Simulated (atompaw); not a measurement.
caesium (Cs): one change to a PAW (atompaw) potential, before and after

atompaw 4.2.0.5 input, output lines left out:

```
Cs 55
LDA-PW scalarrelativistic loggrid 2001 logderivrange -4 5 226
6 6 5 0 0 0
6 0 1
6 1 0
5 2 0
0 0 0
c
c
c
c
v
v
c
c
c
v
v
c
c
v
2
3.00 2.30 2.85 2.30
n
n
y
3.2
n
custom polynom vanderbiltortho sinc
3 0 ultrasoft
2.20
2.60
3.00
3.00
3.00
3.00
```

All-electron outer shells of the reference configuration (LDA (PW92), scalar-relativistic, ld1.x):

| shell | level (eV) | outermost node (bohr) | outermost maximum (bohr) |
| --- | --- | --- | --- |
| 4p | -160.49 | 0.36 | 0.67 |
| 4d | -74.26 | 0.33 | 0.72 |
| 5s | -26.90 | 0.82 | 1.54 |
| 5p | -13.61 | 0.89 | 1.76 |
| 6s | -2.22 | 2.10 | 4.68 |
| 6p | -0.78 | 2.61 | 6.55 |
| 5d | -0.48 | 1.06 | 3.46 |

Change: waves 5s (bound); 6s (bound); 5p (bound); 6p (bound); 5d (bound); 5d channel at 3.2 Ry; augmentation sinc compensation charge, radius 2.30 bohr; PAW radius 3.00 bohr; waves and projectors: bloechl.

Cutoffs: the cutoffs (Ry, on a coarse ladder) from which the occupation-weighted sum of valence levels, in a spherical-Bessel basis at the reference potential, stays within 10 and 1 mRy of its value at 400 Ry; they do not see the model core or the augmentation charge, which bear on the density cutoff.

Problem. What does the change do?

Solution. The potential gets harder (8 Ry and 15 Ry → 12 Ry and 15 Ry); neither file shows a bound ghost.

| quantity | base | changed |
| --- | --- | --- |
| cutoff, loose | 8 Ry | 12 Ry |
| cutoff, tight | 15 Ry | 15 Ry |
| loose cutoff by channel (10 mRy a level) | s 6 Ry, p 6 Ry | s 8 Ry, p 10 Ry |
| bound ghosts | none | none |
| s: phases at 3.00 bohr within 0.05 rad from the reference energy up to (Ry; the scan ends near 5) | 0.9 | 0.9 |
| p: phases at 3.00 bohr within 0.05 rad from the reference energy up to (Ry; the scan ends near 5) | 1.7 | 1.7 |
| d: phases at 3.00 bohr within 0.05 rad from the reference energy up to (Ry; the scan ends near 5) | to the end of the scan | to the end of the scan |
| lowest overlap eigenvalue by channel | s 0.33, p 0.95, d 0.93 | s 0.38, p 0.59, d 0.82 |

 The cutoffs see the waves, projectors and local potential, not the compensation charge or the core.
